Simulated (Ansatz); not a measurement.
```yaml
crystal:
  periodic: [false, false, false]
  atoms:
    - {symbol: Ta, position_ang: [0.016124, -0.019778, -0.043505]}
    - {symbol: S, position_ang: [0.032006, -0.000576, 2.241219]}
    - {symbol: Cl, position_ang: [2.035237, 0.059751, -0.971573]}
    - {symbol: Cl, position_ang: [-1.034124, 1.899796, -0.682212]}
    - {symbol: Cl, position_ang: [-1.074458, -1.891023, -0.762762]}
basis:
  gaussian: {orbitals: def2-SVPD, final_grid: {core_spheres: 20, valence_spheres: 16, degree: 47}, nuclear_model: gaussian}
hamiltonian: {xc: {name: PBE0}}
scf: {lower_state_search: off}
output: {forces: true}
```

```sh
$ ansatz run in.yaml --threads 4 --pin off --events-out ev --progress --plain --max-ram 3916MiB
```

It prints (some lines left out):

```
Functional definition: PBE0
1300 factors; integrals over basis functions are off by at most 8.6e-4 eV
mean field evaluation 1: about -49926.7570 eV, gradient 3.6e1 eV
mean field evaluation 2: about -49848.2246 eV, gradient 1.7e2 eV
mean field evaluation 4: about -49930.5626 eV, gradient 6.1e0 eV
mean field evaluation 8: about -49930.7475 eV, gradient 7.3e-1 eV
mean field evaluation 16: about -49930.7493 eV, gradient 8.0e-5 eV
mean field -49930.74934777 eV, -1834.9211942531 hartree, gradient 2.5e-6 eV, S^2 0.000000; 0 other end points of the search recorded, 0 dependent functions left out
reference -49930.74938802 eV, -1834.9211957323 hartree; 40, 40 occupied and 103, 103 virtual orbitals, 1300 factors
Total energy: -49930.74938802 eV, -1834.9211957323 hartree
Atom 0 at     0.016124    -0.019778    -0.043505 Å, force    -1.208600     0.194857     3.441944 eV/Å
Atom 1 at     0.032006    -0.000576     2.241219 Å, force     0.193119    -0.103078    -3.135689 eV/Å
Atom 2 at     2.035237     0.059751    -0.971573 Å, force     1.123185    -0.030138    -0.261210 eV/Å
Atom 3 at    -1.034124     1.899796    -0.682212 Å, force    -0.077238    -0.073290    -0.045481 eV/Å
Atom 4 at    -1.074458    -1.891023    -0.762762 Å, force    -0.030466     0.011649     0.000435 eV/Å
Dipole moment:     0.053610    -0.013049    -0.411858 e Å
Checks for a lower state left out: stability, starts, cluster_reference, orbital_swaps, neighbouring_geometries, increment
```

Hardware: 4 threads of Arm Neoverse V1 on a shared host. Wall time 5.5 s.

In the def2 sets Ta takes a core potential; there is no spin–orbit coupling.
